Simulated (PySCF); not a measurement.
ClH₁₀NO₂Si₄.

```xyz
18

Si    -2.2741    -2.0387     0.7071
N     -0.5470    -1.7651     0.5614
Si     0.1740    -0.2936     0.1040
Cl     0.9401    -0.3054    -1.8352
O      1.4373     0.0863     1.0751
Si     2.9166     0.8637     1.0022
O     -1.0253     0.8247     0.1373
Si    -1.6531     2.0824    -0.7698
H     -2.4638    -3.5107     0.8610
H     -2.9862    -1.5676    -0.5163
H     -2.8737    -1.3509     1.8889
H      0.0660    -2.5373     0.8107
H      2.7825     2.1680     0.2910
H      3.9089     0.0064     0.2940
H      3.3622     1.0972     2.4020
H     -2.7434     2.6998     0.0315
H     -0.5924     3.0946    -1.0432
H     -2.1969     1.5667    -2.0577
```
Charge 0, spin multiplicity 1.

Coordinates come from a r2SCAN-D4/def2-SVP optimisation. Other conformers were not sampled.

Level of theory: PBE0/pcSseg-1 (PySCF). Non-relativistic, no solvent.

Computed absolute GIAO shielding of each atom: isotropic value and principal components (ppm):
| atom | σ(iso) | σ11 | σ22 | σ33 | span |
|---|---|---|---|---|---|
| Si1 | 405.0 | 361.5 | 390.0 | 463.5 | 102.0 |
| N2 | 238.8 | 212.0 | 219.0 | 285.5 | 73.5 |
| Si3 | 408.0 | 385.2 | 397.0 | 441.9 | 56.7 |
| Cl4 | 874.3 | 789.5 | 798.1 | 1035.2 | 245.7 |
| O5 | 263.9 | 221.9 | 257.7 | 312.0 | 90.1 |
| Si6 | 386.4 | 345.8 | 354.4 | 459.0 | 113.2 |
| O7 | 274.4 | 231.4 | 273.8 | 318.0 | 86.6 |
| Si8 | 385.8 | 345.8 | 353.2 | 458.5 | 112.6 |
| H9 | 26.8 | 23.2 | 24.7 | 32.4 | 9.2 |
| H10 | 26.6 | 22.9 | 25.8 | 31.1 | 8.2 |
| H11 | 26.6 | 23.0 | 24.7 | 32.1 | 9.1 |
| H12 | 30.7 | 22.0 | 28.1 | 42.0 | 20.1 |
| H13 | 26.2 | 22.4 | 25.2 | 30.9 | 8.5 |
| H14 | 26.3 | 22.6 | 24.7 | 31.4 | 8.8 |
| H15 | 26.4 | 22.9 | 24.3 | 31.9 | 9.0 |
| H16 | 26.3 | 22.9 | 24.3 | 31.8 | 8.9 |
| H17 | 26.2 | 22.4 | 25.0 | 31.1 | 8.7 |
| H18 | 26.2 | 22.7 | 24.8 | 31.0 | 8.3 |
